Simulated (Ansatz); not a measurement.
Isomers of C2H10AlNSi, relaxed with PBE0-D4/def2-TZVP in Ansatz; electronic energies, one conformer each and not always the lowest. Functionals use def2-TZVPP; CBS adds triple-zeta CCSD(T) − MP2 to the MP2 limit of def2-TZVPP and def2-QZVPP.

Question: Order them by energy at frozen-core CCSD(T)/CBS, lowest first. (Estimate.)
A. `C[SiH](C)[NH][AlH2]`
B. `C[NH][Al]([CH3])[SiH3]`
C. `C[SiH2][N](C)[AlH2]`

Answer: A (0.0 kJ/mol), C (92.9 kJ/mol), B (135.8 kJ/mol).

Question: How do B3LYP-D4, B2PLYP, ωB97M-V, HF/CBS(def2) place them (kJ/mol, against `C[SiH](C)[NH][AlH2]`)? (Best estimate.)

Answer: Computed: 
| isomer | B3LYP-D4 | B2PLYP | ωB97M-V | HF/CBS(def2) |
| --- | --- | --- | --- | --- |
| `C[SiH2][N](C)[AlH2]` | 88.6 | 91.9 | 93.2 | 91.6 |
| `C[NH][Al]([CH3])[SiH3]` | 129.5 | 133.1 | 141.3 | 146.3 |

B3LYP here is the variant with VWN-RPA as its local correlation; programs differ in this.
